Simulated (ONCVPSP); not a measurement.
zirconium, ONCV: configuration errors across variants

* Element: zirconium
* Generator: ONCVPSP 4.0.1
* Type: optimised norm-conserving Vanderbilt (ONCV)
* Functional: PBE
* Relativity: fully relativistic
* Frozen core: [Ar] 3d10
* Valence charge: 12
* Reference configuration: 4s2 4p6 4d2 5s1.75 (charge +0.25)
* Partial waves: 4s+5s: rc 1.75 bohr, ncon 3, nbas 7, qcut 6.7 1/bohr, 2 projectors; 4p: rc 1.45 bohr, ncon 4, nbas 9, qcut 5.7 1/bohr, 2 projectors, debl 0.5 Ha; 4d: rc 2.00 bohr, ncon 4, nbas 7, qcut 5.1 1/bohr, 1 projector
* Local potential: polynomial inside 1.30 bohr (lpopt 3, dvloc0 -1 Ha)
* Core correction: none

Open shells are filled in proportion to 2j + 1.

In the p channel the program set the typed energies aside and used -1.229, 0.250 Ha (j = l + 1/2; the other j can differ).

All-electron excitation energies from the reference (eV): (1) 4s2 4p6 4d2 5s2 -1.273; (2) 4s2 4p6 4d2 5s1 5.865; (3) 4s2 4p6 4d2 5s0 18.805; (4) 4s2 4p6 4d2 5s1 5p1 1.766.

Errors AE − PS in meV (a dash: test not solved or not reliable):

| change | (1) | (2) | (3) | (4) | bound ghosts | GHOST(+) flags above zero |
| --- | --- | --- | --- | --- | --- | --- |
| base | 0.0 | -0.1 | -1.6 | 0.0 | none | s |
| local potential polynomial inside 1.30 bohr (lpopt 3, dvloc0 -2.5 Ha) | 0.0 | -0.1 | -1.6 | 0.0 | none | s |
| local potential polynomial inside 1.30 bohr (lpopt 3, dvloc0 -0.5 Ha) | 0.0 | -0.1 | -1.6 | 0.0 | none | s |
| local potential polynomial inside 1.30 bohr (lpopt 3, dvloc0 0.5 Ha) | 0.0 | -0.1 | -1.6 | 0.0 | none | s |
| local potential polynomial inside 1.30 bohr (lpopt 3, dvloc0 3 Ha) | 0.0 | -0.1 | -1.0 | 0.0 | none | d3/2 |
| local potential polynomial inside 1.30 bohr (lpopt 3, dvloc0 5 Ha) | 0.0 | -0.1 | -1.6 | 0.0 | none | none |
| local potential polynomial inside 1.30 bohr (lpopt 3, dvloc0 6 Ha) | 0.0 | -0.1 | -1.6 | 0.0 | none | none |
| local potential polynomial inside 1.30 bohr (lpopt 3, dvloc0 8 Ha) | 0.0 | -0.1 | -1.6 | 0.0 | none | none |
| local potential polynomial inside 1.30 bohr (lpopt 3, dvloc0 9 Ha) | 0.0 | -0.1 | -1.6 | 0.0 | none | none |

(1) Give the same row for: local potential polynomial inside 1.30 bohr (lpopt 3, dvloc0 2 Ha).

Answers

(1) 0.0, -0.2, -1.7, 0.0; bound ghosts: none; GHOST(+) flags above zero: none.
